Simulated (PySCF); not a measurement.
# Molecular orbitals of TeC⁻

BHandHLYP at R = 2.015 Å; basis Te aug-cc-pVDZ-PP with ECP28, C aug-cc-pVDZ; scalar-relativistic core potentials; PySCF 2.14. State: ²Π (doublet), unpaired electrons π ↑. Only the outer orbitals are listed, counted within each symmetry, core potentials removing the inner ones.

| spin | orbital | occ. | ε (eV) | on Te (%) | main shells (%) |
| --- | --- | --- | --- | --- | --- |
| α | 5σ | 1 | -15.10 | 40 | 52 C s, 40 Te s |
| α | 6σ | 1 | -9.62 | 56 | 49 Te s, 44 C s |
| α | 3π | 1 | -3.66 | 37 | 62 C p, 37 Te p |
| α | 7σ | 1 | -3.04 | 40 | 50 C p, 34 Te p, 10 C s |
| α | 3π | 1 | -2.51 | 72 | 72 Te p, 26 C p |
| α | 4π | 1 | -0.37 | 67 | 64 Te p, 34 C p |
| α | 4π | 0 | 3.72 | 38 | 63 C p, 34 Te p |
| β | 5σ | 1 | -14.40 | 57 | 56 Te s, 35 C s |
| β | 6σ | 1 | -8.56 | 47 | 54 C s, 36 Te s, 12 Te p |
| β | 7σ | 1 | -2.60 | 38 | 47 C p, 33 Te p, 15 C s |
| β | 3π | 1 | -2.46 | 81 | 81 Te p, 18 C p |
| β | 3π | 1 | -2.02 | 86 | 86 Te p, 13 C p |
| β | 4π | 0 | 4.11 | 32 | 69 C p, 28 Te p |

Which are the highest filled and the lowest empty level, where do they sit, and how wide is the gap?

Highest filled α 4π at -0.37 eV (in %: 64 Te p, 34 C p); lowest empty α 4π at 3.72 eV (in %: 63 C p, 34 Te p); the gap at BHandHLYP is 4.09 eV. Both belong to one degenerate shell, split only by its one-sided filling, so this is no excitation gap. An empty level above zero is unbound, and its energy depends on the basis.

* bond order (Mayer): 1.53
* ⟨S²⟩: 0.770
* charge on Te (Mulliken, basis-dependent): -0.20
* charge on Te (Löwdin, basis-dependent): -0.08
* dipole moment (positive dipole points towards C; it is taken about the centre of mass and depends on that origin): -3.69 D

Spin–orbit coupling is left out. The state was picked by a PBE0 search and need not be the measured ground state.
